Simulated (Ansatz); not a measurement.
```xyz
14

C    -1.7480    0.5343    0.7831
Si    0.0900    0.8096    0.9910
C     1.0363    0.3878   -0.5723
Si    0.8563   -1.3795   -1.1564
H    -2.2852    0.8201    1.6904
H    -2.1407    1.1322   -0.0433
H    -1.9709   -0.5147    0.5751
H     0.6036   -0.0352    2.1062
H     0.3418    2.2339    1.3533
H     2.0992    0.5888   -0.3982
H     0.7145    1.0592   -1.3762
H     1.7152   -1.6483   -2.3417
H    -0.5544   -1.6630   -1.5367
H     1.2424   -2.3251   -0.0743
```

The species carries charge 0 and has multiplicity 1.

**Question.** List the ωB97M-V/def2-TZVPP orbital energies in eV (Ansatz). (An estimate is asked.)

**Answer.** Computed: Occupied: -1806.77, -1806.65, -281.02, -280.96, -147.86, -147.73, -101.97, -101.97, -101.96, -101.84, -101.84, -101.83, -22.77, -21.99, -17.40, -16.54, -14.55, -14.09, -13.80, -12.67, -11.92, -11.71, -11.34, -11.07, -10.77. Lowest empty: 2.03, 2.26, 2.90, 3.08, 3.21, 3.26, 3.66, 4.18.
